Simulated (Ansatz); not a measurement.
`C=C[Si](N)(Cl)OC` + H–F → `C=C[Si](N)(F)OC` + HCl  (ligand exchange at the Si–Cl bond)

Computed with Ansatz on PBE0-D4/def2-TZVP structures; ΔE is electronic, products minus reactants. CCSD(T)/CBS is the MP2 limit (def2-TZVPP, def2-QZVPP) plus CCSD(T) − MP2 in def2-TZVPP, frozen cores. This one scheme is used for every species. DFT in def2-TZVPP. Each species was taken in one conformer, which may not be the lowest.

| level | ΔE (kcal/mol) |
| --- | --- |
| PBE0-D4 | -9.8 |
| ωB97X-V | -11.9 |
| CCSD/def2-TZVPP | -12.9 |
| CCSD(T)/def2-TZVPP | -12.0 |

**Question.** What does CCSD(T)/CBS give? (An estimate is asked.)

**Answer.** Computed: -10.8 kcal/mol. The listed levels differ from it by 1.0, -1.1, -2.1, -1.2 kcal/mol.

Largest T1 diagnostic among the species: 0.011.

The D4 term adds +2.1 kcal/mol with B3LYP and +1.2 kcal/mol with PBE0; it sums over pairs of atoms, weighted by their polarisabilities, and B3LYP, whose exchange is more repulsive, gets the larger term. In def2-TZVPP, CCSD(T) changes the Hartree–Fock value by +4.1 kcal/mol (the triples alone add +0.9 kcal/mol) and MP2 by +6.1 kcal/mol.

B3LYP here is the variant with VWN-RPA as its local correlation; programs differ in this.
